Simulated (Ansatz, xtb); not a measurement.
## CH4FGeS: 5 structures ranked

5 gas-phase structures of CH4FGeS, found in a search over its isomers (lower ones may exist). Each was relaxed with GFN2-xTB; where two conformers were screened, the lower at r2SCAN-D4/def2-SVP//GFN2-xTB is listed:

A. `C[S][GeH][F]`, a doublet
B. `[CH3][Ge@H]([F])[S]`, a doublet
C. a doublet given by its coordinates
D. `[CH3][Ge]([F])[SH]`, a doublet
E. `[F][GeH][CH2]S`, a doublet

C (Å):

```
atom    x (Å)   y (Å)    z (Å)
   C  -1.9110  2.0469  -1.6219
   F   1.3085  2.8921  -0.1398
  Ge   0.0977  2.6669   1.2643
   S  -1.2090  1.1730  -0.0874
   H  -2.0834  1.2970  -2.3840
   H  -2.8406  2.5112  -1.3181
   H  -1.1934  2.7907  -1.9494
   H  -0.1740  0.7301  -0.8129
```

Close contacts (Å): C1–S4 1.90, F2–Ge3 1.87, Ge3–S4 2.40, C1–H5 1.08, C1–H6 1.08, C1–H7 1.08, S4–H8 1.34.

Task: Which do you expect lowest at r2SCAN-D4/def2-SVP//GFN2-xTB, and how would the others follow?

Result: Calculated order at r2SCAN-D4/def2-SVP//GFN2-xTB: D (0.0), B (3.2), A (13.0), C (22.9), E (31.6) kcal/mol.

Energies above the lowest of each column, in kcal/mol; the last columns are at r2SCAN-D4/def2-SVP geometries and were run for some of them only (a dash: not run or not comparable):

| structure | GFN2-xTB | HF/STO-3G | r2SCAN-D4/def2-SVP//GFN2-xTB | r2SCAN-D4/def2-SVP | CCSD(T)/def2-SVP + ΔMP2/def2-TZVPP |
| --- | --- | --- | --- | --- | --- |
| D | 0.0 | 31.3 | 0.0 | 0.0 | 0.0 |
| B | 16.7 | 0.0 | 3.2 | 7.0 | 5.2 |
| A | 6.0 | 44.1 | 13.0 | 12.3 | 13.7 |
| C | 18.7 | 76.4 | 22.9 | – | – |
| E | 28.8 | 76.4 | 31.6 | – | – |

CCSD(T)/def2-SVP + ΔMP2/def2-TZVPP puts D lowest of those it was run on; HF/STO-3G picks B. Some further structures that were screened fall inside this span and aren't listed. Flexible structures stand in one conformer each, not always the lowest. Frequencies (r2SCAN-D4/def2-SVP) were run for A, B, D alone. Open shells are spin-unrestricted. ΔMP2 is the change of the MP2 energy from the smaller to the larger basis.

Over these structures GFN2-xTB departs from r2SCAN-D4/def2-SVP//GFN2-xTB by 5.5 kcal/mol on average once a common shift is removed. A GFN2-xTB relaxation took about 0.099 s and the r2SCAN-D4/def2-SVP//GFN2-xTB energy about 2.2 s on a shared host (Ansatz 0.2.0, xtb 6.7.1).
